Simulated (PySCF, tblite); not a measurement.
CH₁₄ClNSi₅.
Geometry (GFN2-xTB, Å), atoms numbered from 1 in this order:
```
atom  x, y, z in Å
Si1   -1.9675   -0.4698    1.2037
N2    -1.2483    0.4725   -0.0606
Si3   -0.8932    2.1705    0.0098
C4    -1.2140   -0.1310   -1.3905
Si5    0.1972   -1.4022   -1.6377
Si6    2.1716   -0.7311   -0.6090
Si7    2.2121   -0.1729    1.6523
Cl8    2.9615    0.8521   -1.6626
H9    -3.3987   -0.6781    0.9374
H10   -1.2956   -1.7751    1.2333
H11   -1.7648    0.2649    2.4448
H12   -0.8338    2.5295    1.4210
H13    0.3904    2.3805   -0.6661
H14   -1.9322    2.9447   -0.6844
H15   -2.1749   -0.6116   -1.6000
H16   -1.1051    0.6602   -2.1359
H17   -0.2255   -2.6933   -1.0721
H18    0.2477   -1.6225   -3.0943
H19    3.1813   -1.7805   -0.8660
H20    3.5674   -0.1979    2.2215
H21    1.6796    1.1610    1.9352
H22    1.4343   -1.1506    2.4194
```

Method: PBE0/pcSseg-1 in PySCF (dipole) on a GFN2-xTB geometry, gas phase.

Take the most abundant isotopes and a rigid rotor. The values belong to one conformer with, in the numbering `[SiH3:1][N:2]([SiH3:3])[CH2:4][SiH2:5][Si@H:6]([SiH3:7])[Cl:8]`, Si1–N2–C4–Si5 -80°, N2–C4–Si5–Si6 -39°, C4–Si5–Si6–Si7 54°.

**Question.** What are A, B and C (MHz)?

**Answer.** Ia = 592.39, Ib = 1049.43, Ic = 1093.63 u·Å²; 505379 MHz·u·Å²/I gives A = 853.1, B = 481.6, C = 462.1 MHz.

**Question.** Classify the top.

**Answer.** A near-prolate asymmetric top: κ = (2 × 481.6 − 853.1 − 462.1)/(853.1 − 462.1) = -0.90.

**Question.** What does the inertial defect say?

**Answer.** Not planar: Δ = Ic − Ia − Ib = -548.18 u·Å². For a rigid frame Δ = −2 Σ m c², so Σ m c² = 274.09 u·Å² lies off the ab plane: 39.63 from hydrogen and 234.46 from heavier atoms. The atom farthest from that plane is 2.88 Å away.

**Question.** Where do the levels up to J = 5 lie, in MHz?

**Answer.** Above 0(0,0):
J = 1: 1(0,1) 944, 1(1,1) 1315, 1(1,0) 1335
J = 2: 2(0,2) 2830, 2(1,2) 3183, 2(1,1) 3242, 2(2,1) 4356, 2(2,0) 4357
J = 3: 3(0,3) 5658, 3(1,3) 5985, 3(1,2) 6101, 3(2,2) 7187, 3(2,1) 7191, 3(3,1) 9094, 3(3,0) 9094
J = 4: 4(0,4) 9426, 4(1,4) 9719, 4(1,3) 9913, 4(2,3) 10961, 4(2,2) 10973, 4(3,2) 12870, 4(3,1) 12870, 4(4,1) 15538, 4(4,0) 15538
J = 5: 5(0,5) 14130, 5(1,5) 14386, 5(1,4) 14677, 5(2,4) 15678, 5(2,3) 15704, 5(3,3) 17591, 5(3,2) 17592, 5(4,2) 20258, 5(4,1) 20258, 5(5,1) 23688, 5(5,0) 23688
The levels of one J sum to (2J + 1)J(J + 1)(A + B + C)/3.

**Question.** Which lines would a microwave search look for?

**Answer.** The dipole components are |μa| = 1.39 D, |μb| = 0.11 D, |μc| = 0.91 D. Intensities carry the squares of the components, which stand as 1.00 : 0.01 : 0.43 (a : b : c). Some lines, for components of 0.1 D or more:

```json
{"type": "b", "branch": "Q", "J(Ka,Kc)": "2(2,0) ← 2(1,1)", "MHz": "1115", "lower level (cm⁻¹)": "0.108"}
{"type": "b", "branch": "Q", "J(Ka,Kc)": "2(2,1) ← 2(1,2)", "MHz": "1173", "lower level (cm⁻¹)": "0.106"}
{"type": "b", "branch": "R", "J(Ka,Kc)": "1(1,1) ← 0(0,0)", "MHz": "1315", "lower level (cm⁻¹)": "0.000"}
{"type": "b", "branch": "R", "J(Ka,Kc)": "3(1,2) ← 2(2,1)", "MHz": "1745", "lower level (cm⁻¹)": "0.145"}
{"type": "c", "branch": "Q", "J(Ka,Kc)": "3(3,1) ← 3(2,1)", "MHz": "1903", "lower level (cm⁻¹)": "0.240"}
{"type": "b", "branch": "Q", "J(Ka,Kc)": "3(3,0) ← 3(2,1)", "MHz": "1903", "lower level (cm⁻¹)": "0.240"}
{"type": "b", "branch": "R", "J(Ka,Kc)": "3(0,3) ← 2(1,2)", "MHz": "2475", "lower level (cm⁻¹)": "0.106"}
{"type": "a", "branch": "R", "J(Ka,Kc)": "3(1,2) ← 2(1,1)", "MHz": "2860", "lower level (cm⁻¹)": "0.108"}
{"type": "b", "branch": "R", "J(Ka,Kc)": "2(2,1) ← 1(1,0)", "MHz": "3021", "lower level (cm⁻¹)": "0.045"}
{"type": "c", "branch": "R", "J(Ka,Kc)": "2(2,0) ← 1(1,0)", "MHz": "3022", "lower level (cm⁻¹)": "0.045"}
{"type": "b", "branch": "R", "J(Ka,Kc)": "3(1,3) ← 2(0,2)", "MHz": "3154", "lower level (cm⁻¹)": "0.094"}
{"type": "c", "branch": "R", "J(Ka,Kc)": "3(1,2) ← 2(0,2)", "MHz": "3271", "lower level (cm⁻¹)": "0.094"}
{"type": "c", "branch": "R", "J(Ka,Kc)": "3(2,1) ← 2(1,1)", "MHz": "3949", "lower level (cm⁻¹)": "0.108"}
{"type": "b", "branch": "R", "J(Ka,Kc)": "3(2,1) ← 2(1,2)", "MHz": "4008", "lower level (cm⁻¹)": "0.106"}
{"type": "b", "branch": "R", "J(Ka,Kc)": "3(3,1) ← 2(2,0)", "MHz": "4737", "lower level (cm⁻¹)": "0.145"}
{"type": "b", "branch": "R", "J(Ka,Kc)": "3(3,0) ← 2(2,1)", "MHz": "4738", "lower level (cm⁻¹)": "0.145"}
```

**Question.** Estimate the classical rotational partition function at 10 K, 25 K and 298.15 K.

**Answer.** Point group C1, symmetry number σ = 1; q = (√π/σ)·√((kT/h)³/(ABC)), k/h = 20836.6 MHz/K: 12200 at 10 K, 48400 at 25 K, 1990000 at 298.15 K.

Its GFN2-xTB frequencies are all real (lowest 16 cm⁻¹). Zero-point vibration and centrifugal distortion are left out. A rigid rotor knows nothing of internal rotation, which can split or shift real lines. Quadrupole hyperfine structure (14N, 35Cl) is left out.
